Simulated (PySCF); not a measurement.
CClF₂, SMILES F[C](F)Cl, multiplicity 2.

Coordinates come from a PBE0-D3(BJ)/def2-TZVP optimisation. The isomer is the one that the SMILES or the coordinates give; other isomers of the formula were not compared.

Method: PySCF with SMD-PBE0/6-31G*.

Solvation free energies are E(SMD) − E(gas) at the gas-phase geometry, for 1 M in both phases. In vacuum the dipole moment is 0.10 D.

```json
[
 {"solvent": "water", "ΔG(solv) (kcal/mol)": "3.4", "its non-electrostatic (CDS) part": "3.8", "dipole (D)": "0.13"},
 {"solvent": "cyclohexanone", "ΔG(solv) (kcal/mol)": "[?]", "its non-electrostatic (CDS) part": "[?]", "dipole (D)": "[?]"},
 {"solvent": "chloroform", "ΔG(solv) (kcal/mol)": "0.4", "its non-electrostatic (CDS) part": "0.7", "dipole (D)": "0.12"}
]
```

Q: Fill in the missing entries. (An estimate is asked for; the answer gives what the named calculation found.)

A: 
- cyclohexanone, ΔG(solv) (kcal/mol): 1.2
- cyclohexanone, its non-electrostatic (CDS) part: 1.6
- cyclohexanone, dipole (D): 0.13
